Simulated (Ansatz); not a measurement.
Reaction (cleavage of the P–Si bond): `C[Si](F)(P)Cl` + `CNC` → `CN(C)P` + `C[SiH](F)Cl`

Program: Ansatz. Geometries: PBE0-D4/def2-TZVP. ΔE: electronic, gas phase. CCSD(T)/CBS adds triple-zeta CCSD(T) − MP2 to the extrapolated MP2 energy (def2 sets, frozen cores). Functionals use def2-TZVPP. B3LYP here is the variant with VWN-RPA as its local correlation; programs differ in this. Each species was taken in one conformer, which may not be the lowest.

| level | ΔE (kJ/mol) |
| --- | --- |
| revPBE-D4 | 44.9 |
| r2SCAN-D4 | 43.9 |
| PBE0-D4 | 45.6 |
| r2SCANh-D4 | 43.2 |
| B2PLYP | 33.7 |
| BLYP | 37.9 |
| B3LYP | 35.9 |
| r2SCAN0 | 41.8 |

**Question.** What does CCSD(T)/CBS give? (Best estimate.)

**Answer.** The calculation gave: +36.5 kJ/mol. The listed levels differ from it by 8.4, 7.4, 9.1, 6.7, -2.8, 1.4, -0.6, 5.3 kJ/mol.

**Question.** What do rigid-rotor, harmonic-oscillator terms from PBE0-D4/def2-TZVP frequencies (298.15 K, 1 bar) make of the CCSD(T)/CBS value? (Estimate.)

**Answer.** The calculation gave: ΔZPE = -4.8 kJ/mol, ΔH = +29.9 kJ/mol, ΔS = -7 J/(mol·K), ΔG = +31.9 kJ/mol.

Largest T1 diagnostic among the species: 0.012.

In def2-TZVPP, CCSD(T) changes the Hartree–Fock value by +10.6 kJ/mol (the triples alone add +1.4 kJ/mol) and MP2 by +7.7 kJ/mol. From BLYP to BHLYP (50 % exact exchange), in def2-TZVPP and without D4, ΔE moves by −7.0 kJ/mol. Leaving LDA and LC-ωPBE aside and taking each functional with its dispersion term where it has one, the values, not all of them listed here, spread over 16.5 kJ/mol, from CAM-B3LYP-D4 to PBE-D4. LDA lies −6.8 kJ/mol from PBE without D4.

CCSD(T)/CBS has its own doubt, a few kJ/mol and more with outer-core shells, so smaller differences from it don't rank the levels.
